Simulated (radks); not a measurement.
Excited configurations of neutral terbium: one electron is placed in a higher orbital outside [Xe] 4f9 6s1. The ground configuration is [Xe] 4f9 6s2. Method: Dirac Kohn-Sham, PBE, spin-unpolarised, spherical densities, point nucleus; open shells are shared between the two j in proportion to 2j + 1; computed with a radial shooting solver on a logarithmic mesh with Libxc functionals. Excitation = E - E(ground); binding = E(ion) - E, where the ion is the core of charge +1; n* = 1/sqrt(2 binding) in atomic units, and the quantum defect is n - n*. Eigenvalue and <r> are those of j = l + 1/2.

| outer orbital | excitation (eV) | binding (eV) | n* | quantum defect | eigenvalue (eV) |
|---|---|---|---|---|---|
| 5d | 2.471 | 3.695 | 1.919 | 3.081 | -0.889 |
| 5f | 5.238 | 0.928 | 3.830 | 1.170 | -0.428 |
| 6p | 2.604 | 3.562 | 1.954 | 4.046 | -1.719 |
| 6d | 4.692 | 1.474 | 3.038 | 2.962 | -0.713 |
| 6f | 5.516 | 0.650 | 4.575 | 1.425 | -0.367 |
| 7s | 3.998 | 2.168 | 2.505 | 4.495 | -1.287 |
| 7p | 4.577 | 1.589 | 2.926 | 4.074 | -0.906 |
| 7d | 5.242 | 0.924 | 3.837 | 3.163 | -0.526 |
| 7f | 5.691 | 0.475 | 5.352 | 1.648 | -0.290 |

The Delta-SCF ionisation energy is 6.166 eV (NIST Atomic Spectra Database: 5.864 eV, measured). Self-interaction in the functional shifts the binding energies and quantum defects, so they are the method's values and not measured ones. Spin polarisation and multiplet splitting are left out, so open shells lie too high by an amount that depends on their filling. Sharing an open shell by 2j + 1 raises it above the true ground level by a part of the spin-orbit splitting, which enters the differences from NIST.

Beside tabulated values, note that spin-unpolarised runs miss the spin-polarisation part of the exchange energy of open shells.
